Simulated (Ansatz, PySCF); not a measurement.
Molecule: BH3, charge 0, multiplicity 1. SMILES: B
Coordinates optimised at B3LYP-D3(BJ)/def2-TZVP (Ansatz, a first-principles code):
```xyz
4

B      0.0000     0.0000     0.0000
H     -1.1494    -0.1057    -0.2868
H      0.4289    -0.5640     0.9553
H      0.7205     0.6696    -0.6685
```
Charge 0, spin multiplicity 1.

Unscaled harmonic wavenumbers (cm⁻¹) in rising order, each level at the stationary point that it reaches from this structure (no distance between atoms moves by over 0.3 Å); the order of modes can differ between levels, and a negative number is imaginary. B3LYP-D3(BJ)/def2-TZVP (PySCF, at the structure above): 1162, 1203, 1203, 2564, 2695, 2695.

HF/6-31G* (Ansatz): 1227, 1306, 1306, 2693, 2816, 2816. Zero-point energy 17.4 against 16.5 kcal/mol; where all levels lie over 400 cm⁻¹, the wavenumbers are on average 1.061 times those of B3LYP-D3(BJ)/def2-TZVP.

B3LYP/6-31G* (Ansatz): 1162, 1214, 1214, 2594, 2729, 2729. Zero-point energy 16.6 against 16.5 kcal/mol; where all levels lie over 400 cm⁻¹, the wavenumbers are on average 1.009 times those of B3LYP-D3(BJ)/def2-TZVP.
